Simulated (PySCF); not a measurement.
Species: C5H4ClN.
Geometry (GFN2-xTB, Å), atoms numbered from 1 in this order:
```
atom  x, y, z in Å
C1    -1.613   -1.421    0.646
C2    -0.933   -0.494    0.299
C3    -0.060    0.549   -0.115
C4    -0.489    1.811   -0.302
Cl5   -2.104    2.296   -0.067
N6     1.292    0.323   -0.350
C7     1.813   -0.815   -0.196
H8    -2.242   -2.204    0.950
H9     0.194    2.583   -0.617
H10    1.277   -1.712    0.126
H11    2.869   -0.912   -0.398
```

Theory: TDDFT wB97X-D/def2-SVPD, vertical, gas phase, core orbitals frozen in the response in PySCF.

Computed states:

| state | E (eV) | f |
| --- | --- | --- |
| S1 | 4.54 | 0.0004 |
| S2 | 5.18 | 0.475 |
| S3 | 5.64 | 0.0001 |
| S4 | 6.09 | 0.110 |
| S5 | 6.14 | 0.0004 |
| S6 | 6.42 | 0.0016 |
| S7 | 6.46 | 0.0003 |
| S8 | 6.48 | 0.101 |

Each state is given a Gaussian of 0.5 eV full width at half maximum, with ε(max) = 2.175×10⁸ f / Δν̃ (Δν̃ the width in cm⁻¹). The width is an assumption, not a result. The curve ends short of the highest state used, and states not computed would add to its high-energy end.

Task: What does the envelope look like, and where are its maxima?

Result: 
| E (eV) | ε (L mol⁻¹ cm⁻¹) |
| --- | --- |
| 3.79 | 0 |
| 3.82 | 0 |
| 3.86 | 0 |
| 3.90 | 0 |
| 3.94 | 0 |
| 3.98 | 1 |
| 4.01 | 1 |
| 4.05 | 1 |
| 4.09 | 2 |
| 4.13 | 3 |
| 4.17 | 5 |
| 4.20 | 6 |
| 4.24 | 9 |
| 4.28 | 13 |
| 4.32 | 19 |
| 4.36 | 28 |
| 4.39 | 40 |
| 4.43 | 66 |
| 4.47 | 111 |
| 4.51 | 190 |
| 4.55 | 324 |
| 4.59 | 543 |
| 4.62 | 787 |
| 4.66 | 1261 |
| 4.70 | 1957 |
| 4.74 | 2940 |
| 4.78 | 4267 |
| 4.81 | 5517 |
| 4.85 | 7535 |
| 4.89 | 9937 |
| 4.93 | 12648 |
| 4.97 | 15540 |
| 5.00 | 17718 |
| 5.04 | 20459 |
| 5.08 | 22802 |
| 5.12 | 24527 |
| 5.16 | 25462 |
| 5.19 | 25585 |
| 5.23 | 24963 |
| 5.27 | 23508 |
| 5.31 | 21368 |
| 5.35 | 18750 |
| 5.39 | 15888 |
| 5.42 | 13719 |
| 5.46 | 10957 |
| 5.50 | 8486 |
| 5.54 | 6408 |
| 5.58 | 4774 |
| 5.61 | 3845 |
| 5.65 | 2981 |
| 5.69 | 2509 |
| 5.73 | 2376 |
| 5.77 | 2525 |
| 5.80 | 2787 |
| 5.84 | 3288 |
| 5.88 | 3908 |

Maxima: 239 nm (5.18 eV), ε about 26000, made up of S2 (100%) (ε in L mol⁻¹ cm⁻¹; maxima over ε = 5, shares over 10%). At its high-energy end, 5.88 eV, the curve is still rising (ε about 3900, from S4).

Task: On this curve, what absorbance would a 10⁻³ mol/L sample give at 222 nm over a 1 cm path?

Result: 222 nm is 5.585 eV, where ε is about 4600 L mol⁻¹ cm⁻¹, so A = ε c l ≈ 4.6 (Beer–Lambert, with the gas-phase spectrum and the assumed width).

Task: Coming from long wavelengths, where does ε first pass 100 L mol⁻¹ cm⁻¹?

Result: At about 278 nm (4.46 eV), 0.07 eV below S1.

Task: What would ε be at 5.18 eV, the highest of these maxima, with half the width (0.25 eV)?

Result: About 51200 L mol⁻¹ cm⁻¹ against 25600, a factor of about 2.00; a lone state at its own centre would give exactly 2.

One conformer stands for the species.
